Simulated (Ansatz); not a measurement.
`N=C=C([SiH3])[SeH]` + `C=CN=C` → `C=C/N=C\[SeH]` + `N=C=C[SiH3]`  (formal exchange of groups at the Se–C bond)

Calculated with Ansatz (gas phase, PBE0-D4/def2-TZVP geometries, no zero-point term in ΔE). CCSD(T)/CBS is the MP2 limit (def2-TZVPP, def2-QZVPP) plus CCSD(T) − MP2 in def2-TZVPP, frozen cores. Functionals use def2-TZVPP. For Se outer-core shells are correlated without core-valence functions, which leaves a few kJ/mol of doubt a bond. Scalar relativity is left out up to krypton. One conformer a species, not always the lowest.

| level | ΔE (kcal/mol) |
| --- | --- |
| PBE-D4 | -6.3 |
| HF/def2-TZVPP | -0.5 |

Q: What does CCSD(T)/CBS give? (An estimate is asked.)

A: Computed: -3.6 kcal/mol. The listed levels differ from it by -2.7, 3.1 kcal/mol.

Largest T1 diagnostic among the species: 0.015.

From PBE to PBE0 (25 % exact exchange), in def2-TZVPP and without D4, ΔE moves by +1.4 kcal/mol. In def2-TZVPP, CCSD(T) changes the Hartree–Fock value by −2.6 kcal/mol (the triples alone add −0.5 kcal/mol) and MP2 by −3.2 kcal/mol.
